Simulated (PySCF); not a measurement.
# Dy(OH)3(NH3) at several levels of theory

Computed with PySCF 2.14.0 (density fitting, no spin-orbit coupling) at the geometry relaxed with PBE0:

```xyz
11
Dy(OH)3(NH3) (singlet in the valence; each metal's 4f electrons, 9 of them, lie in its core potential, out of spins and levels)
Dy    0.1553   -0.1988    0.2490
O     1.1808    1.3149    1.2075
H     1.6997    1.9436    1.7049
O    -1.4153   -1.1071    1.2357
H    -2.0657   -1.5727    1.7574
O     1.1196   -1.2471   -1.2454
H     1.6192   -1.7744   -1.8654
N    -1.2391    1.2620   -1.2414
H    -1.8357    1.8887   -0.7004
H    -0.6664    1.8454   -1.8521
H    -1.8514    0.7090   -1.8418
```

```tsv
level	basis	state	HOMO (eV)	gap (eV)	charge on Dy1 (e)	population of f-type functions on Dy1 (polarisation alone where 4f lies in the core)	dipole about the centre of mass (D)	largest force component (eV/Å)
PBE0	Dy lcecp-1-SVP with ECP55, O def2-SVP, H def2-SVP, N def2-SVP	singlet	-6.97	6.81	0.90	0.08	4.21	0.02
TPSSh	the same	singlet	-6.04	5.65	0.86	0.08	4.17	0.21
PBE0	Dy lcecp-1-TZVP with ECP55, O def2-TZVP, H def2-TZVP, N def2-TZVP	singlet	-7.25	6.84	1.56	0.09	4.22	0.22
```

In the lcecp rows the 4f levels are missing from HOMO and gap, and the state counts the valence alone.

Charges are Mulliken's, which hang on the basis. The relaxation used the grid (50, 194), these runs (75, 302) or, all-electron (x2c bases, spin-free X2C Hamiltonian), (99, 590).

Task: What does revPBE with Dy lcecp-1-SVP with ECP55, O def2-SVP, H def2-SVP, N def2-SVP give here?

Result: state singlet, HOMO (eV) -5.23, gap (eV) 4.42, charge on Dy1 (e) 0.70, population of f-type functions on Dy1 (polarisation alone where 4f lies in the core) 0.08, dipole about the centre of mass (D) 4.15, largest force component (eV/Å) 0.40. Time: 8.4 s on 2 threads of Arm Neoverse V1, on a shared host, from an already converged density.

In the first row's basis the gap widens with exact exchange: 4.4 eV for revPBE (none); 5.6 to 6.8 eV for TPSSh, PBE0 (a fixed share).

No frequency check is given that shows the relaxed geometry to be a minimum. An lcecp potential fixes the number of 4f electrons, so in runs with it no electron can move into or out of that shell.
